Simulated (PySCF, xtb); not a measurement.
Sn(Me)4 (C4H12Sn), SMILES [CH3][Sn]([CH3])([CH3])[CH3].

GFN2-xTB (xtb) at its own geometry gives an orbital gap of 5.23 eV and a dipole moment of 0.01 D.

Geometry: B3LYP-D3(BJ)/def2-SVP. The isomer is the one that the SMILES or the coordinates give; other isomers of the formula were not compared. The def2 effective core potentials stand for the cores of Sn; spin–orbit coupling is left out.

### Question
What does PySCF with M06-2X/def2-TZVP give? (An estimate is asked for; the answer gives what the named calculation found.)

### Answer
gap 9.93 eV (levels -8.74 and 1.18 eV), dipole 0.00 D.
